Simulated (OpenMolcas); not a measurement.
## Multiplet structure of Tm2+

```yaml
Program: OpenMolcas 26.06
Method: RASSCF
Basis: ANO-RCC-VTZP [8s7p5d3f2g1h]
Scalar_Hamiltonian: DKH2, point nucleus
Active_space: 13 electrons in 12 orbitals (RAS2 4f; RAS3 5d, at most 1 electron)
State_averaging: 2S+1 = 2 odd, 7 roots; 2S+1 = 4 even, 105 roots; 2S+1 = 2 even, 128 roots kept (CI in the orbitals of an earlier block)
Spin-orbit_coupling: state interaction with AMFI integrals over the reference wave functions, term energies averaged over their components
```

With spin-orbit coupling, above the lowest level:

```tsv
Configuration	Term	J	E (cm-1)	g	Term weight %	Second
4f12 5d	4F(1)	9/2	0.0	1.313	88	10 4G(1)
4f12 5d	2K	15/2	3100	1.083	53	43 4K
4f12 5d	4G(1)	11/2	3719	1.248	84	13 4H(1)
4f12 5d	4K	17/2	4589	1.177	100	
4f12 5d	4F(1)	7/2	5186	1.201	72	14 2F(1)
4f12 5d	4H(1)	13/2	6325	1.134	38	32 4I
4f13	2F*	7/2	7095	1.143	100	
4f12 5d	4G(1)	9/2	8433	1.145	54	16 2G(1)
4f12 5d	4I	15/2	8535	1.178	83	15 2K
4f12 5d	2H(1)	11/2	8605	1.099	47	26 4H(1)
4f12 5d	4H(1)	13/2	9005	1.119	49	25 4K
4f12 5d	2F(1)	5/2	10131	1.087	24	19 4D(1)
4f12 5d	4D(1)	7/2	10691	1.141	19	19 2F(2)
4f12 5d	4F(1)	5/2	10984	1.046	77	11 2D(1)
4f12 5d	4K	11/2	11256	0.957	31	22 2I(2)
4f12 5d	4K	13/2	11407	1.015	43	34 2I(1)
4f12 5d	4G(2)	9/2	11426	1.112	25	19 4F(2)
4f12 5d	2F(1)	7/2	11989	1.088	54	20 4G(1)
4f12 5d	4F(1)	3/2	13070	0.651	54	35 2D(1)
4f12 5d	4G(2)	11/2	13364	1.142	54	22 2H(2)
4f12 5d	4K	15/2	13589	1.096	56	32 2K
4f12 5d	4F(2)	9/2	14351	1.103	28	22 2G(2)
4f12 5d	4G(1)	7/2	14578	1.038	42	20 4F(1)
4f12 5d	4H(2)	13/2	14591	1.090	34	33 2I(2)
4f12 5d	4I	11/2	14773	1.032	41	33 2H(1)
4f12 5d	4G(1)	5/2	15030	1.034	34	27 4P(1)
4f12 5d	4H(1)	9/2	15668	1.018	37	17 2G(1)
4f13	2F*	5/2	15954	0.857	100	
4f12 5d	4D(1)	7/2	16255	1.057	39	28 4H(1)
4f12 5d	2G(1)	9/2	16770	1.067	39	21 2H(1)
4f12 5d	4D(1)	3/2	17152	0.912	33	28 4F(1)
4f12 5d	4K	11/2	17301	0.963	31	21 2H(3)
4f12 5d	4H(1)	11/2	17432	1.065	44	10 2H(1)
4f12 5d	4I	13/2	17433	1.107	55	28 2I(1)
4f12 5d	2F(1)	5/2	18441	0.988	27	22 4F(2)
4f12 5d	4I	9/2	18972	0.954	31	17 2G(2)
4f12 5d	4G(2)	7/2	19135	1.009	45	15 4H(1)
4f12 5d	4H(2)	13/2	20090	1.081	45	36 2K
4f12 5d	4G(1)	5/2	20451	0.942	33	21 4P(1)
4f12 5d	2F(2)	7/2	20758	0.967	34	30 4H(1)
```

Against the 2 measured excited levels shown (Martin, Zalubas and Hagan, Atomic Energy Levels: The Rare-Earth Elements, NSRDS-NBS 60 (1978); Li et al., J. Phys. B 34, 1349 (2001)) the mean absolute deviation is 15000 cm-1; the largest miss in energy is 4f12 5d 4K 17/2: computed -2506, measured 27558 cm-1 (-109.1 %). These deviations count from the computed level that pairs with the measured ground level.

Spin-orbit coupling puts the lowest level 7725 cm-1 below the lowest spin-free term.

Without dynamic correlation excited terms often stand tens of per cent too high (terms of higher spin than the ground term too low), and those without a measured partner can miss by more than the paired ones. Terms from blocks run as CI alone lack orbitals of their own. The lowest computed level is not the ground level that NIST lists (2F*7/2). Measured partners are found by configuration, term and J. A level has none where our copy of the source lacks it or the pairing is in doubt (some pairs that miss far off the trend of their configuration count as doubtful), and it then counts in no deviation. Where the source uses jj or jK labels, the order within each J decides. Only configurations of the active space appear. The first state left out of the spin-orbit step lies near 26000 cm-1 above the lowest spin-free state of the reference (among the parities and spins computed), and the list stops at four fifths of that energy or lower.

The term weight is that of the spin-free term in the level, not the purity of its configuration. A number in round brackets counts repeated terms of one configuration in the order of the reference energies. * marks odd parity.
